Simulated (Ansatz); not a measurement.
Species: C$_{3}$H$_{6}$O, SMILES `C(C)(O)=C` (C–C–O–H torsion 0°) (charge 0, multiplicity 1), formula C3H6O.

Question: How many basis functions does frozen-core CCSD(T)/cc-pVTZ // CAM-B3LYP-D3(BJ)/def2-TZVP (Ansatz, a program for electronic structure) use, how many core orbitals are frozen, and how many electrons are correlated?

Answer: 204 basis functions and 4 frozen orbitals, which leaves 24 correlated electrons. Core time is of the order of minutes.
